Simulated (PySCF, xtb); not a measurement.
C₃H₃BFNO, SMILES N1B(OC=CC=1)F.

Harmonic wavenumbers (cm⁻¹) from GFN2-xTB (xtb) at its own minimum, in rising order: 153, 313, 341, 423, 476, 560, 667, 760, 779, 886, 917, 927, 1017, 1095, 1102, 1232, 1284, 1354, 1366, 1497, 1637, 2995, 3030, 3127.

What does PySCF with B3LYP-D3(BJ)/def2-SVP give at its own minimum? (Estimate from the structure and the level; the computed values follow.)

142, 362, 399, 481, 511, 583, 750, 793, 807, 957, 983, 1016, 1017, 1109, 1199, 1297, 1394, 1443, 1479, 1574, 1705, 3071, 3197, 3227. Paired by order, the mean absolute difference is 66 cm⁻¹ and the zero-point energies are 39.9 and 42.2 kcal/mol.
